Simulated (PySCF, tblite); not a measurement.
Species: C5H13ClSi2.
Geometry (GFN2-xTB, Å), atoms numbered from 1 in this order:
```xyz
21
C5H13ClSi2 angstrom
C     -2.6665   -1.8514   -0.8664
C     -2.0535   -0.7854   -0.3581
Si    -2.8519    0.9263   -0.4740
Si    -0.3772   -0.9393    0.5030
Cl     0.3399   -2.8272    0.3101
C      0.8708    0.2726   -0.2685
C      2.2708    0.1719    0.3354
C      3.2394    1.1523   -0.3153
H     -2.2413   -2.8434   -0.8213
H     -3.6273   -1.7842   -1.3552
H     -4.2162    0.7964   -0.9876
H     -2.8678    1.5296    0.8614
H     -2.0625    1.7680   -1.3772
H     -0.5204   -0.6880    1.9420
H      0.5032    1.2922   -0.1397
H      0.9401    0.1040   -1.3462
H      2.2185    0.3733    1.4077
H      2.6487   -0.8448    0.2102
H      4.2291    1.0640    0.1271
H      3.3221    0.9545   -1.3820
H      2.8932    2.1756   -0.1826
```

Theory: PBE0/pcSseg-1 in PySCF (dipole) on a GFN2-xTB geometry, gas phase.

Take the most abundant isotopes and a rigid rotor. The values belong to one conformer with, in the numbering `[CH2:1]=[C:2]([SiH3:3])[Si@@H:4]([Cl:5])[CH2:6][CH2:7][CH3:8]`, C1–C2–Si4–Cl5 7°, C2–Si4–C6–C7 -178°, Si4–C6–C7–C8 180°.

(1) What are A, B and C (GHz)?

(2) What kind of rotor is it?

(3) Is it planar, by Δ = Ic − Ia − Ib?

(4) Give the other two planar moments, Paa and Pbb, and the rms extents of the mass along the axes.

(5) List the rotational levels J(Ka,Kc) to J = 2 (MHz).

(6) Which types of transition are allowed, and where do some lines up to J = 5 fall?

(7) Estimate the classical rotational partition function at 50 K, 200 K and 500 K.

Answers

(1) Ia = 387.92, Ib = 687.98, Ic = 1013.46 u·Å²; 505379 MHz·u·Å²/I gives 1303, 734.6 and 498.7 MHz, that is A = 1.3028, B = 0.7346, C = 0.4987 GHz.

(2) An asymmetric top. Ray's parameter κ = (2B − A − C)/(A − C) = -0.413; −1 is the prolate and +1 the oblate limit.

(3) Not planar: Δ = Ic − Ia − Ib = -62.44 u·Å². For a rigid frame Δ = −2 Σ m c², so Σ m c² = 31.22 u·Å² lies off the ab plane: 14.43 from hydrogen and 16.79 from heavier atoms. The atom farthest from that plane is 1.98 Å away.

(4) Paa = Σ m a² = (Ib + Ic − Ia)/2 = 656.76 and Pbb = Σ m b² = (Ia + Ic − Ib)/2 = 356.71 u·Å². With the mass M = 164.02 u, the rms extents √(P/M) along a, b and c are 2.00, 1.47, 0.44 Å.

(5) Above 0(0,0):
J = 1: 1(0,1) 1233, 1(1,1) 1801, 1(1,0) 2037
J = 2: 2(0,2) 3640, 2(1,2) 4032, 2(1,1) 4740, 2(2,1) 6444, 2(2,0) 6504

(6) The dipole components are |μa| = 0.42 D, |μb| = 1.24 D, |μc| = 0.26 D. Intensities carry the squares of the components, which stand as 0.11 : 1.00 : 0.04 (a : b : c). Some lines, for components of 0.1 D or more:

```tsv
type	branch	J(Ka,Kc)	MHz	lower level (cm⁻¹)
c	Q	5(2,4) ← 5(1,4)	663	0.681
a	R	1(0,1) ← 0(0,0)	1233	0.000
b	Q	3(1,2) ← 3(0,3)	1627	0.238
b	Q	3(2,1) ← 3(1,2)	1670	0.292
a	R	2(1,2) ← 1(1,1)	2231	0.060
a	R	2(0,2) ← 1(0,1)	2407	0.041
c	Q	4(3,2) ← 4(2,2)	2880	0.526
c	Q	3(3,1) ← 3(2,1)	3188	0.348
b	Q	5(1,4) ← 5(0,5)	3342	0.569
a	R	3(0,3) ← 2(0,2)	3483	0.121
b	Q	4(3,2) ← 4(2,3)	3607	0.501
a	R	3(1,2) ← 2(1,1)	4010	0.158
c	R	2(2,0) ← 1(1,0)	4467	0.068
c	R	2(2,1) ← 1(1,1)	4643	0.060
b	Q	4(4,0) ← 4(3,1)	4657	0.624
a	R	4(2,3) ← 3(2,2)	4886	0.338
b	R	3(2,2) ← 2(1,1)	5404	0.158
a	R	5(0,5) ← 4(0,4)	5456	0.387
a	R	5(2,4) ← 4(2,3)	6035	0.501
a	R	5(3,3) ← 4(3,2)	6290	0.622
a	R	5(4,1) ← 4(4,0)	6308	0.779
a	R	5(1,4) ← 4(1,3)	6398	0.467
a	R	5(3,2) ← 4(3,1)	6467	0.624
b	R	3(3,1) ← 2(2,0)	7104	0.217
c	R	4(3,1) ← 3(2,1)	8282	0.348
b	R	5(3,3) ← 4(2,2)	9170	0.526
b	R	5(2,3) ← 4(1,4)	10782	0.391
b	R	5(4,2) ← 4(3,1)	10953	0.624
```

(7) Point group C1, symmetry number σ = 1; q = (√π/σ)·√((kT/h)³/(ABC)), k/h = 20836.6 MHz/K: 86300 at 50 K, 690000 at 200 K, 2730000 at 500 K.

Its GFN2-xTB frequencies are all real (lowest 19 cm⁻¹). Constants of a rigid frame at the computed geometry: no zero-point averaging, no centrifugal distortion. A rigid rotor knows nothing of internal rotation, which can split or shift real lines. Quadrupole hyperfine structure (35Cl) is left out.
